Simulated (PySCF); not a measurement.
## Correlation energy of Mo+ (molybdenum, charge +1)

[Kr] 4d4 5s1, high-spin 6D determinant (an excited configuration). Computed with PySCF 2.14 in aug-cc-pVTZ-DK (9s8p6d3f2g, 102 functions), with scalar relativity by spin-free X2C-1e. Frozen: [Kr]; 5 electrons correlated.

| level | correlation energy (mhartree) |
| --- | --- |
| CCSD | -59.19 |
| (T) | -1.09 |
| CCSD(T) | -60.28 |

Diagnostics: T1 = 0.0061, D1 = 0.0178, largest double amplitude 0.021.

Is a single reference adequate?

Yes, within this model without spin-orbit coupling: T1 lies below 0.03 and no double amplitude reaches 0.07.
